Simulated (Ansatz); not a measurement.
Consider the atomization: `[SiH3]O[SiH]Cl`• → Cl• + 4 H• + O• + 2 Si•.

Gas-phase electronic energies from Ansatz, PBE0-D4/def2-TZVP geometries. CBS: MP2 limit from def2 TZ/QZ plus the TZ coupled-cluster correction, frozen cores. This one scheme is used for every species, atoms too. For atomizations the MP2-based limit and the directly extrapolated one differ by several kJ/mol either way, and by 10 to 25 for some Ge, Se and Sn compounds, so smaller differences from it don't rank the levels. Functionals use def2-TZVPP. B3LYP here is the variant with VWN-RPA as its local correlation; programs differ in this. HSE06 is defined as in plane-wave codes. No spin–orbit coupling; open shells (•) take unrestricted orbitals. Spin–orbit coupling would lower the free atoms: a little for Cl, O, Si. One conformer a species, not always the lowest.

| level | ΔE (eV) | difference from CCSD(T)/CBS |
| --- | --- | --- |
| PBE-D4 | 26.74 | -0.17 |
| revPBE-D4 | 26.21 | -0.70 |
| B3LYP-D4 | 26.74 | -0.17 |
| r2SCAN0-D4 | 26.61 | -0.30 |
| HSE06-D4 | 26.48 | -0.43 |
| BHLYP-D4 | 26.26 | -0.65 |
| CAM-B3LYP-D4 | 26.91 | 0.00 |
| PBE | 26.53 | -0.38 |
| r2SCANh | 26.78 | -0.13 |
| HF/def2-SVP | 19.60 | -7.31 |
| MP2/def2-SVP | 24.82 | -2.09 |
| CCSD/def2-SVP | 24.25 | -2.66 |
| CCSD/def2-TZVPP | 25.73 | -1.18 |
| CCSD(T)/def2-TZVPP | 26.06 | -0.85 |
| MP2/def2-QZVPP | 27.05 | 0.14 |
| CCSD/CBS(def2) | 26.58 | -0.33 |
| CCSD(T)/CBS | 26.91 | 0 |

Largest T1 diagnostic among the species: 0.013.

In def2-TZVPP, CCSD(T) changes the Hartree–Fock value by +5.83 eV (the triples alone add +0.33 eV) and MP2 by +6.29 eV; breaking electron pairs costs correlation energy, which Hartree–Fock lacks. Leaving LDA and LC-ωPBE aside and taking each functional with its dispersion term where it has one, the values, not all of them listed here, spread over 0.81 eV, from revPBE-D4 to ωB97X-V. LDA lies +3.51 eV from PBE without D4, its usual overbinding. At CCSD(T), def2-SVP lies −2.44 eV from the extrapolated value and def2-TZVPP −0.85 eV: correlation converges slowly with the basis, and small sets miss more of it in the bonded molecule than in its fragments.
